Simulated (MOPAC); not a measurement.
A run for MOPAC: AM1 on C2H3IO (a complex), monomers drawn apart or pushed together.

```
AM1 1SCF PRECISE CHARGE=0 THREADS=1
C2H3IO

C     -0.23151166 1    -0.46760853 1     0.23182980 1
O      0.37073125 1     0.18341140 1    -0.45984874 1
C     -0.70022025 1    -1.69370149 1     4.74551844 1
I      0.93001241 1    -0.29028344 1     4.88871117 1
H     -0.33908532 1    -2.64661525 1     5.11442771 1
H     -1.50929681 1    -1.31205760 1     5.35735185 1
H     -0.97791124 1    -1.74674241 1     3.69926096 1
```

Output:

```
*******************************************************************************
 **                                                                           **
 **                              MOPAC v23.2.5                                **
 **                                                                           **
 *******************************************************************************
 ** MOPAC's Digital Object Identifier: https://doi.org/10.5281/zenodo.6511958 **
 **                                                                           **
 ** Please cite the open-source release paper for use of this MOPAC version:  **
 ** J. E. Moussa and J. J. P. Stewart (2026)                                  **
 ** MOPAC: An open-source semiempirical molecular orbital program             **
 ** J. Open Source Softw., 11(119), 8025, https://doi.org/10.21105/joss.08025 **
 *******************************************************************************

                              AM1 CALCULATION RESULTS

 *******************************************************************************
 *  AM1        - The AM1 Hamiltonian to be used
 *
 *
 *
 *                 CHARGE ON SYSTEM = 0
 *
 *
 *
 *  PRECISE    - TIGHTER CRITERIA TO BE USED
 *  1SCF       - DO 1 SCF AND THEN STOP
 *  THREADS=1  - MULTI-THREADING NOT USED
 *  T=         - A TIME OF 172800.0 SECONDS REQUESTED
 *  DUMP=N     - RESTART FILE WRITTEN EVERY 7200.0 SECONDS REQUESTED
 *******************************************************************************
AM1 1SCF PRECISE CHARGE=0 THREADS=1
 C2H3IO

   ATOM   CHEMICAL          X               Y               Z
  NUMBER   SYMBOL      (ANGSTROMS)     (ANGSTROMS)     (ANGSTROMS)

     1       C         -0.23151166  *  -0.46760853  *   0.23182980  *
     2       O          0.37073125  *   0.18341140  *  -0.45984874  *
     3       C         -0.70022025  *  -1.69370149  *   4.74551844  *
     4       I          0.93001241  *  -0.29028344  *   4.88871117  *
     5       H         -0.33908532  *  -2.64661525  *   5.11442771  *
     6       H         -1.50929681  *  -1.31205760  *   5.35735185  *
     7       H         -0.97791124  *  -1.74674241  *   3.69926096  *



          CARTESIAN COORDINATES

    NO.       ATOM           X           Y           Z

     1         C         -0.2315     -0.4676      0.2318
     2         O          0.3707      0.1834     -0.4598
     3         C         -0.7002     -1.6937      4.7455
     4         I          0.9300     -0.2903      4.8887
     5         H         -0.3391     -2.6466      5.1144
     6         H         -1.5093     -1.3121      5.3574
     7         H         -0.9779     -1.7467      3.6993

  H: (AM1): M.J.S. DEWAR ET AL, J. AM. CHEM. SOC. 107 3902-3909 (1985)
  C: (AM1): M.J.S. DEWAR ET AL, J. AM. CHEM. SOC. 107 3902-3909 (1985)
  O: (AM1): M.J.S. DEWAR ET AL, J. AM. CHEM. SOC. 107 3902-3909 (1985)
  I: (AM1): M.J.S. DEWAR AND E. G. ZOEBISCH, THEOCHEM, 180, 1 (1988).

           Empirical Formula: C2 H3 O I  =     7 atoms



      MOLECULAR POINT GROUP   :   Cs


      RHF CALCULATION, NO. OF DOUBLY OCCUPIED LEVELS = 12


 -------------------------------------------------------------------------------
 AM1 1SCF PRECISE CHARGE=0 THREADS=1
 C2H3IO



     1SCF WAS SPECIFIED, SO BFGS WAS NOT USED
     SCF FIELD WAS ACHIEVED


                              AM1 CALCULATION
                                                       MOPAC v23.2.5 Linux




          FINAL HEAT OF FORMATION =          6.07822 KCAL/MOL =      25.43126 KJ/MOL


          COSMO AREA              =        142.89 SQUARE ANGSTROMS
          COSMO VOLUME            =        123.57 CUBIC ANGSTROMS

          IONIZATION POTENTIAL    =         10.464517 EV
          HOMO LUMO ENERGIES (EV) =        -10.465  0.256
          NO. OF FILLED LEVELS    =         12
          MOLECULAR WEIGHT        =        169.9496         POINT GROUP:  Cs

          MOLECULAR DIMENSIONS (Angstroms)

            Atom       Atom       Distance
            H     6    O     2     6.29371
            I     4    C     1     2.78178
            H     5    O     2     1.73633


          SCF CALCULATIONS        =          1





   ATOM   CHEMICAL          X               Y               Z
  NUMBER   SYMBOL      (ANGSTROMS)     (ANGSTROMS)     (ANGSTROMS)

     1       C         -0.23151166  *  -0.46760853  *   0.23182980  *
     2       O          0.37073125  *   0.18341140  *  -0.45984874  *
     3       C         -0.70022025  *  -1.69370149  *   4.74551844  *
     4       I          0.93001241  *  -0.29028344  *   4.88871117  *
     5       H         -0.33908532  *  -2.64661525  *   5.11442771  *
     6       H         -1.50929681  *  -1.31205760  *   5.35735185  *
     7       H         -0.97791124  *  -1.74674241  *   3.69926096  *

                             CARTESIAN COORDINATES

   1    C       -0.231511660    -0.467608530     0.231829800
   2    O        0.370731250     0.183411400    -0.459848740
   3    C       -0.700220250    -1.693701490     4.745518440
   4    I        0.930012410    -0.290283440     4.888711170
   5    H       -0.339085320    -2.646615250     5.114427710
   6    H       -1.509296810    -1.312057600     5.357351850
   7    H       -0.977911240    -1.746742410     3.699260960


           Empirical Formula: C2 H3 O I  =     7 atoms



      MOLECULAR POINT GROUP   :   Cs


                  EIGENVALUES
 -42.49591 -32.75711 -26.00849 -22.08889 -16.94016 -16.93740 -14.65183 -14.64755
 -13.11192 -12.42116 -10.46509 -10.46452   0.25609   1.25106   1.25636   3.97162
   4.00343   4.44389   5.37945


              NET ATOMIC CHARGES AND DIPOLE CONTRIBUTIONS

  ATOM NO.   TYPE          CHARGE      No. of ELECS.   s-Pop       p-Pop
    1          C           0.160845        3.8392     1.81644     2.02272
    2          O          -0.160838        6.1608     1.87549     4.28535
    3          C          -0.327284        4.3273     1.25797     3.06932
    4          I           0.005490        6.9945     1.97399     5.02052
    5          H           0.105645        0.8944     0.89435
    6          H           0.105646        0.8944     0.89435
    7          H           0.110496        0.8895     0.88950
 DIPOLE           X         Y         Z       TOTAL
 POINT-CHG.    -0.797    -0.784     0.480     1.217
 HYBRID        -0.302    -0.133    -0.736     0.807
 SUM           -1.099    -0.917    -0.256     1.454


          ATOMIC ORBITAL ELECTRON POPULATIONS

     Atom    s        px        py        pz
    1  C   1.81644   0.65402   0.67549   0.69321
    2  O   1.87549   1.43498   1.42817   1.42220
    3  C   1.25797   0.99745   1.01241   1.05946
    4  I   1.97399   1.44136   1.58544   1.99371
    5  H   0.89435
    6  H   0.89435
    7  H   0.88950

 **********************
 *                    *
 * JOB ENDED NORMALLY *
 *                    *
 **********************




 == MOPAC DONE ==
```

The run finished.

Cost: very roughly 0.03 core-seconds.
